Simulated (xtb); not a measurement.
xtb input (GFN2-xTB):

```bash
xtb mol.xyz --gfn 2 --sp --chrg -1 --uhf 0
```
mol.xyz:
```
8

O      0.43661905    -0.65734483     0.45730680
Sn    -1.59273669    -0.90151243    -0.08100143
H     -1.40451194    -0.18507235    -1.74805134
H     -2.13304806     0.71946393     0.55408153
Sn     1.48177579     0.91143445     0.03661180
H      0.81313203     2.37210262     0.68185431
H      1.71324391     1.13372723    -1.66566301
H      3.06627619     0.72243638     0.73880525
```

End of the output:

```
         :::::::::::::::::::::::::::::::::::::::::::::::::::::
         ::                     SUMMARY                     ::
         :::::::::::::::::::::::::::::::::::::::::::::::::::::
         :: total energy             -11.047819376559 Eh    ::
         :: gradient norm              0.047429072840 Eh/a0 ::
         :: HOMO-LUMO gap              3.784232544016 eV    ::
         ::.................................................::
         :: SCC energy               -11.058910193136 Eh    ::
         :: -> isotropic ES            0.144773660062 Eh    ::
         :: -> anisotropic ES         -0.012081769163 Eh    ::
         :: -> anisotropic XC         -0.003206770987 Eh    ::
         :: -> dispersion             -0.007598488761 Eh    ::
         :: repulsion energy           0.011090816577 Eh    ::
         :: add. restraining           0.000000000000 Eh    ::
         :: total charge              -1.000000000000 e     ::
         :::::::::::::::::::::::::::::::::::::::::::::::::::::

           -------------------------------------------------
          |                Property Printout                |
           -------------------------------------------------

    * Orbital Energies and Occupations

         #    Occupation            Energy/Eh            Energy/eV
      -------------------------------------------------------------
         1        2.0000           -0.6120451             -16.6546
         2        2.0000           -0.5586584             -15.2019
         3        2.0000           -0.4429838             -12.0542
         4        2.0000           -0.2940045              -8.0003
         5        2.0000           -0.2928759              -7.9696
         6        2.0000           -0.2869629              -7.8087
         7        2.0000           -0.2537052              -6.9037
         8        2.0000           -0.2505133              -6.8168
         9        2.0000           -0.2171431              -5.9088
        10        2.0000           -0.1927789              -5.2458 (HOMO)
        11                         -0.0537110              -1.4615 (LUMO)
        12                          0.0099130               0.2697
        13                          0.0144723               0.3938
        14                          0.0205048               0.5580
        15                          0.0261805               0.7124
        16                          0.0619815               1.6866
        17                          0.1174017               3.1947
        18                          0.1284628               3.4957
        19                          0.1396158               3.7991
        20                          0.1629038               4.4328
        21                          0.2216621               6.0317
       ...                                ...                  ...
        27                          0.8154910              22.1906
      -------------------------------------------------------------
                  HL-Gap            0.1390680 Eh            3.7842 eV
             Fermi-level           -0.1232449 Eh           -3.3537 eV

     #   Z          covCN         q      C6AA      α(0)
     1   8 O        1.519    -0.550    24.120     6.624
     2  50 Sn       2.739     0.154   392.651    39.191
     3   1 H        0.873    -0.275    18.676     6.767
     4   1 H        0.874    -0.271    18.196     6.679
     5  50 Sn       3.772     0.234   322.469    32.747
     6   1 H        0.918    -0.074     4.741     3.406
     7   1 H        0.918    -0.079     4.880     3.455
     8   1 H        0.914    -0.138     7.113     4.172

 Mol. C6AA /au·bohr⁶  :       3362.203811
 Mol. C8AA /au·bohr⁸  :     247808.110115
 Mol. α(0) /au        :        103.039750

Wiberg/Mayer (AO) data.
largest (>0.10) Wiberg bond orders for each atom

 ---------------------------------------------------------------------------
     #   Z sym  total        # sym  WBO       # sym  WBO       # sym  WBO
 ---------------------------------------------------------------------------
     1   8 O    2.061 --     5 Sn   1.053     2 Sn   0.659     6 H    0.114
                             7 H    0.113     8 H    0.101
     2  50 Sn   2.366 --     4 H    0.917     3 H    0.914     1 O    0.659
     3   1 H    0.925 --     2 Sn   0.914
     4   1 H    0.926 --     2 Sn   0.917
     5  50 Sn   2.983 --     1 O    1.053     6 H    0.701     7 H    0.701
                             8 H    0.684
     6   1 H    0.994 --     5 Sn   0.701     1 O    0.114
     7   1 H    0.994 --     5 Sn   0.701     1 O    0.113
     8   1 H    0.981 --     5 Sn   0.684     1 O    0.101
 ---------------------------------------------------------------------------

Topologies differ in total number of bonds
Writing topology from bond orders to xtbtopo.mol

molecular dipole:
                 x           y           z       tot (Debye)
 q only:        0.389      -0.139       0.100
   full:        0.605      -0.380       0.254       1.929
molecular quadrupole (traceless):
                xx          xy          yy          xz          yz          zz
 q only:       -5.514       2.338       4.645      -2.999      -0.306       0.868
  q+dip:      -12.544      -1.324       7.629      -4.710      -0.645       4.915
   full:       -6.444       2.564       4.921      -3.538       0.140       1.523

           -------------------------------------------------
          | TOTAL ENERGY              -11.047819376559 Eh   |
          | GRADIENT NORM               0.047429072840 Eh/α |
          | HOMO-LUMO GAP               3.784232544016 eV   |
           -------------------------------------------------

------------------------------------------------------------------------
------------------------------------------------------------------------
 total:
Note: The following floating-point exceptions are signalling: IEEE_UNDERFLOW_FLAG IEEE_DENORMAL
normal termination of xtb
 SCF:
```

It need not be the lowest isomer of its formula. Whether it binds its extra electron was not tested at this geometry.
